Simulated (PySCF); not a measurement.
CH6AlClO2Si, SMILES [OH][Al]([OH])[CH2][SiH2]Cl. Coordinates come from a PBE0-D3(BJ)/def2-SVP optimisation. The structure was generated by enumeration; whether it is a known compound was not checked. One conformer was computed; it need not be the lowest.

Question: Give the equilibrium geometry at PBE0-D3(BJ)/def2-SVP (PySCF confirms it by a frequency run) as a Z-matrix, and its point group. (Estimate from the structure and the level; the computed values follow.)

Answer: Several could match; the one computed here: point group Cs.
```
C
H 1 1.1036
H 1 1.1036 2 108.44
Si 1 1.8530 2 108.41 3 117.50
H 4 1.4916 1 111.14 2 60.37
H 4 1.4916 5 109.13 1 -122.91
Al 1 1.9357 2 108.05 3 -116.88
O 7 1.6988 1 117.88 2 148.18
H 8 0.9569 7 129.21 1 -179.50
O 7 1.6988 8 124.24 9 -0.32
H 10 0.9569 7 129.21 8 0.32
Cl 4 2.0810 5 107.00 6 -115.45
```
